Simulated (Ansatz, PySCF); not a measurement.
System: SrCl, net charge 0, doublet state. 
Structure (B3LYP-D3(BJ)/def2-TZVP (Ansatz, an electronic-structure program) minimum search):
SMILES: [Sr][Cl]
```xyz
2

Sr     0.0000     0.0000    -0.8032
Cl     0.0000     0.0000     1.7955
```
Charge 0, spin multiplicity 2.

Total electronic energies in hartree. Correlated levels leave the core frozen unless marked. Open shells are spin-unrestricted. Spin-orbit coupling is left out. Frozen are the shells of the preceding noble gas and the d and f shells that filled before the atom's block. The outer core of K, Ca and their heavier congeners is not correlated, a term that matters for these elements. Past Kr the def2 sets carry scalar-relativistic core potentials. STO-3G rows are all-electron and non-relativistic. CBS marks a two-point X^-3 extrapolation of the correlation energy; Hartree-Fock from the larger set. The bracket is a focal-point correction in the basis named.

```csv
level,program,energy (Eh)
HF/STO-3G,Ansatz,-3553.78544
HF-D4/def2-TZVPD,PySCF + dftd4,-489.96326
RI-HF/def2-QZVPPD,Ansatz,-489.97322
PBE-D4/def2-TZVPD,Ansatz + dftd4,…
revPBE/def2-TZVPD,Ansatz,-490.93449
TPSS/def2-TZVPD,PySCF,-491.00828
TPSS-D3(BJ)/def2-TZVPD,PySCF + dftd3,-491.01050
BHLYP/def2-TZVPD,Ansatz,…
TPSSh-D3(BJ)/def2-TZVPD,PySCF + dftd3,-491.00300
TPSSh-D4/def2-TZVPD,PySCF + dftd4,-491.00297
PW6B95-D4/def2-TZVPD,PySCF + dftd4,-491.34414
M06-2X/def2-TZVPD,PySCF,-490.90994
LC-wPBE-D4/def2-TZVPD,Ansatz + dftd4,-490.88794
B2GP-PLYP-D4/def2-TZVPD,Ansatz + dftd4,-490.66927
PBE-QIDH/def2-TZVPD,Ansatz,-490.64384
MP2/def2-SVPD,Ansatz,-489.95916
RI-MP2/def2-TZVPP,Ansatz,-490.16047
RI-MP2/def2-TZVPPD,Ansatz,-490.16351
"RI-MP2/CBS(def2-TZVPP,def2-QZVPP)",Ansatz,-490.2157
"RI-MP2/CBS(def2-TZVPP,def2-QZVPP)+[CCSD(T)-MP2]/def2-TZVPP",Ansatz,-490.2406
"RI-MP2/CBS(def2-TZVPPD,def2-QZVPPD)+[CCSD(T)-MP2]/def2-TZVPPD",Ansatz,-490.2401
"RI-MP2/CBS(def2-TZVPPD,def2-QZVPPD)+[CCSD(T)-MP2]/def2-QZVPPD",Ansatz,-490.2411
"CCSD(T)/CBS(def2-TZVPPD,def2-QZVPPD)",Ansatz,-490.2419
```

Q: Fill in the missing entries.

A: 
- PBE-D4/def2-TZVPD, energy (Eh): -490.80411
- BHLYP/def2-TZVPD, energy (Eh): -490.93796
